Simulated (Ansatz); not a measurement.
Compare A (`O=C[Te][SiH3]`) with its isomer B (`[TeH]C1O[SiH2]1`).

Program: Ansatz. Geometries: PBE0-D4/def2-TZVP. ΔE: electronic, gas phase. CCSD(T)/CBS is the MP2 limit (def2-TZVPP, def2-QZVPP) plus CCSD(T) − MP2 in def2-TZVPP, frozen cores. Functionals use def2-TZVPP. B3LYP here is the variant with VWN-RPA as its local correlation; programs differ in this. def2 core potentials past Kr. For Te outer-core shells are correlated without core-valence functions, which leaves a few kJ/mol of doubt a bond. Each species was taken in one conformer, which may not be the lowest.

(1) Which is lower in electronic energy at CCSD(T)/CBS, and by how much? (Estimate.)

(2) Give E(B) − E(A) in kJ/mol with CCSD(T)/def2-TZVPP, HF/def2-TZVPP, PBE-D4, B3LYP-D4, B2PLYP, B3LYP, PBE0-D4. (Estimate.)

Largest T1 diagnostic: 0.016.

Answers

(1) Ansatz gave: A, by 74.2 kJ/mol.

(2) Computed: CCSD(T)/def2-TZVPP 76.5, HF/def2-TZVPP 97.4, PBE-D4 93.2, B3LYP-D4 91.6, B2PLYP 86.3, B3LYP 93.1, PBE0-D4 84.1. None reverses the order clearly.

From PBE to PBE0 (25 % exact exchange), in def2-TZVPP and without D4, E(B) − E(A) moves by −9.3 kJ/mol. In def2-TZVPP, CCSD(T) changes the Hartree–Fock value by −20.9 kJ/mol (the triples alone add +2.2 kJ/mol) and MP2 by −25.2 kJ/mol.
